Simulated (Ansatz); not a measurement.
Reaction (redistribution): `CO[B]([AlH2])[SiH3]` + `FB(S)O[SiH3]` → `[AlH2][B]([SiH3])O[SiH3]` + `COB(F)S`

Isolated molecules relaxed with PBE0-D4/def2-TZVP in Ansatz; ΔE leaves out vibrations. CBS: MP2 limit from def2 TZ/QZ plus the TZ coupled-cluster correction, frozen cores. This one scheme is used for every species. Functionals use def2-TZVPP. B3LYP here is the variant with VWN-RPA as its local correlation; programs differ in this. One conformer a species, not always the lowest.

Problem. Is it downhill or uphill in electronic energy at CCSD(T)/CBS, and by how much? (An estimate is asked.)

Solution. The calculation gave: Uphill: ΔE = +6.3 kJ/mol.

Problem. What do these levels give: PBE, B3LYP, SCS-MP2/def2-TZVPP, HF/def2-QZVPP, SCS-MP2/def2-QZVPP, MP2/CBS(def2)? (An estimate is asked.)

Solution. The calculation gave: PBE 7.2, B3LYP 12.0, SCS-MP2/def2-TZVPP 8.3, HF/def2-QZVPP 13.3, SCS-MP2/def2-QZVPP 8.3, MP2/CBS(def2) 7.1 kJ/mol.

Largest T1 diagnostic among the species: 0.015.

In def2-TZVPP, CCSD(T) changes the Hartree–Fock value by −6.5 kJ/mol (the triples alone add −0.7 kJ/mol) and MP2 by −5.7 kJ/mol.
